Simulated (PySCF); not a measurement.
Si(F)2(Et)(NH2) (C2H7F2NSi), SMILES [Si](N)(F)(F)CC. Geometry optimised at B3LYP-D3(BJ)/def2-SVP. The values are those of a single conformer.

Computed equilibrium geometry at B3LYP-D3(BJ)/def2-SVP (PySCF confirms it by a frequency run) as bond lengths and angles (one conformer of several):
Atoms: C1 C2 Si3 N4 F5 F6 H7 H8 H9 H10 H11 H12 H13. Bond lengths (Å): C1–C2 1.536, C1–H7 1.101, C1–H8 1.101, C1–H9 1.101, C2–Si3 1.855, C2–H10 1.105, C2–H11 1.104, Si3–N4 1.705, Si3–F5 1.628, Si3–F6 1.623, N4–H12 1.014, N4–H13 1.015. Angles (°): C2–C1–H7 111.2, C2–C1–H8 111.0, C2–C1–H9 111.7, H7–C1–H8 107.1, H7–C1–H9 108.0, H8–C1–H9 107.7, C1–C2–Si3 113.6, C1–C2–H10 110.8, C1–C2–H11 111.0, Si3–C2–H10 107.9, Si3–C2–H11 107.8, H10–C2–H11 105.4, C2–Si3–N4 112.3, C2–Si3–F5 108.4, C2–Si3–F6 111.7, N4–Si3–F5 113.7, N4–Si3–F6 106.5, F5–Si3–F6 104.0, Si3–N4–H12 121.1, Si3–N4–H13 121.3, H12–N4–H13 111.7.
